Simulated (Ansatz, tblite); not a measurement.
Isomers of Au₄O₂⁻ (doublet), found by a short tight-binding search and relaxed with r2SCAN-D4/def2-SVPD in Ansatz.

In the def2 sets Au takes a core potential; there is no spin–orbit coupling. The xTB rows come from tblite. B3LYP takes the VWN-RPA correlation. Correlated methods freeze 2 core orbitals; core or outer-core shells of Au are correlated, in sets that lack core-valence functions.

Run but left out: HF/def2-TZVPD, MP2/def2-TZVPD (A: ⟨S²⟩ 1.37, where a pure state has 0.75).

Other spin states weren't relaxed.

A:

```xyz
6

Au    0.966   -1.016    1.616
Au    2.812   -0.241    3.165
Au   -0.997   -0.377   -0.865
Au   -0.649    2.509   -2.108
O    -1.637    0.834   -2.235
O    -0.495   -1.708    0.427
```

B:

```xyz
6

Au   -1.168   -2.330    1.179
Au   -0.482    0.170    1.592
Au    0.659    1.315   -0.666
Au   -0.101   -1.333   -1.003
O     0.301    2.055    1.117
O     0.790    0.122   -2.219
```

Problem. Estimate which lies lowest at each level, and how far above it the others are (eV).

Solution. 
```csv
level,A,B
GFN1-xTB,0.72,0.00
GFN2-xTB,0.68,0.00
PBE-D4/def2-TZVPD,0.62,0.00
r2SCAN-D4/def2-TZVPD,0.66,0.00
B3LYP-D4/def2-TZVPD,0.39,0.00
PBE0-D4/def2-TZVPD,0.53,0.00
ωB97X-V/def2-TZVPD,0.47,0.00
RPA@PBE/def2-TZVPD,0.67,0.00
```
Point groups (tolerance 0.1 Å): A Cs, B C2v. Lower isomers may exist.
